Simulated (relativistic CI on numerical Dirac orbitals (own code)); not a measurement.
## Ti10+: q coefficients and field-shift factors

Method of calculation: Dirac-Coulomb-Breit CI, separate exchange-only KLI orbitals for each configuration, derivatives by finite differences, unscaled Slater integrals, QED left out (own radial code, finite nucleus).

CI space (outside the closed core [Ne]): 3s2, 3s 3p, 3p2, 3s 3d, 3d2, 3p 3d, 3p 4s, 3s 4s. Levels of other configurations are missing.

With x = (α/α₀)² − 1 an excitation energy changes as ω = ω₀ + qx; K = 2q/ω₀ is the relative enhancement. Terms are leading LS components, so labels can repeat. The field-shift factor is F = δν/δ⟨r²⟩ for the transition from the lowest level.

Lowest level 3s2 1S_0.

```csv
Level,ω₀ (cm⁻¹),q (cm⁻¹),K,F (GHz/fm²)
3s 3p 3P°_0,172157,2589,0.0301,-6.54
3s 3p 3P°_1,174674,4981,0.057,-6.55
3s 3p 3P°_2,180237,10780,0.12,-6.55
3s 3p 1P°_1,263278,8985,0.0683,-6.88
3p2 1D_2,408922,14040,0.0687,-12.1
3p2 3P_0,412136,9914,0.0481,-13.6
3p2 3P_1,415566,14060,0.0677,-13.6
3p2 3P_2,421899,20990,0.0995,-13.5
3p2 1S_0,488499,18070,0.074,-13.2
3s 3d 3D_1,502838,11240,0.0447,-6.17
3s 3d 3D_2,503113,11510,0.0458,-6.17
3s 3d 3D_3,503546,11940,0.0474,-6.17
3s 3d 1D_2,576353,13290,0.0461,-7.92
3p 3d 3F°_2,685496,14760,0.0431,-13.2
3p 3d 3F°_3,689199,18740,0.0544,-13.2
3p 3d 3F°_4,693500,23290,0.0672,-13.2
3p 3d 1D°_2,696384,20850,0.0599,-13.2
3p 3d 3P°_2,729195,17190,0.0471,-13.1
3p 3d 3D°_1,730258,17210,0.0471,-13.2
3p 3d 3P°_0,734269,22620,0.0616,-13.1
3p 3d 3P°_1,734889,22490,0.0612,-13.2
3p 3d 3D°_3,735102,21610,0.0588,-13.2
3p 3d 3D°_2,735358,22450,0.0611,-13.2
```

At this charge energies of transitions that change n are usually good to better than 1 %, and those within a shell (Δn = 0) to a few per cent.
